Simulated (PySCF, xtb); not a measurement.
Ge(H)(Br)(NH2)2 (BrGeH5N2), SMILES [NH2][GeH]([NH2])[Br].

xtb with GFN2-xTB at its own geometry gives an orbital gap of 6.33 eV and a dipole moment of 7.16 D.

Coordinates come from a TPSSh-D3(BJ)/def2-SVP optimisation. The structure was generated by enumeration, and PubChem lists no compound with its InChIKey, so it may never have been made. One conformer was computed; it need not be the lowest.

### Question
What does PySCF with PBE/def2-TZVP give? (The exact figures need the calculation; the answer reports its results.)

### Answer
gap 5.38 eV (levels -6.31 and -0.93 eV), dipole 1.89 D.
